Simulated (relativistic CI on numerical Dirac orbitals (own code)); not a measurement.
**Cr+: K-beta X-ray emission**

Computed with this model: Dirac-Coulomb-Breit CI, separate exchange-only KLI orbitals for each configuration, QED by a radiative potential, valence Slater integrals scaled by 0.8, multiplet model of X-ray emission after core ionisation; configurations [Ar] 3d5 → 1s 2s2 2p6 3s2 3p6 3d5 → [Ne] 3s2 3p5 3d5; 300 K; Lorentzian 1.6 eV and Gaussian 1 eV FWHM. Energies are those of the free ion, without screening or charge transfer. S is read from ⟨S²⟩ = S(S + 1).

Field parameters in Wybourne normalisation: D3d B²₀ = −7Dσ, B⁴₀ = −14Dq − 21Dτ, B⁴₃ = −14√(10/7) Dq. The field is a parameter set, without covalency.

Computed curve for D3d, 10Dq = 18150, Dσ = 570, Dτ = -360 cm⁻¹, scaled to 100 at the maximum (points under 2 are left out and the grid is thinned):

(Energy (eV), Intensity): (5927.2, 2.2), (5927.6, 2.7), (5928.2, 3.6), (5928.6, 4.3), (5929.0, 5.0), (5929.4, 6.0), (5930.0, 8.1), (5930.4, 10.2), (5930.8, 12.3), (5931.4, 13.6), (5931.8, 13.0), (5932.2, 12.0), (5932.6, 11.5), (5933.2, 11.3), (5933.6, 11.5), (5934.0, 11.8), (5934.6, 12.2), (5935.0, 12.6), (5935.4, 13.0), (5935.8, 13.3), (5936.4, 13.1), (5936.8, 12.9), (5937.2, 13.1), (5937.8, 14.3), (5938.2, 14.7), (5938.6, 14.6), (5939.0, 14.2), (5939.6, 14.1), (5940.0, 15.1), (5940.4, 16.6), (5941.0, 19.6), (5941.4, 22.2), (5941.8, 26.1), (5942.4, 33.2), (5942.8, 36.9), (5943.2, 39.3), (5943.6, 41.8), (5944.2, 49.4), (5944.6, 58.7), (5945.0, 70.9), (5945.6, 90.1), (5946.0, 98.6), (5946.4, 98.9), (5946.8, 89.2), (5947.4, 65.1), (5947.8, 50.4), (5948.2, 38.4), (5948.8, 24.0), (5949.2, 17.3), (5949.6, 12.7), (5950.0, 9.7), (5950.6, 6.9), (5951.0, 5.7), (5951.4, 4.8), (5952.0, 3.8), (5952.4, 3.3), (5952.8, 2.9), (5953.2, 2.6), (5953.8, 2.2), (5954.2, 2.0)

The ground state has S = 0.86, and the centroid lies at 5943.16 eV.
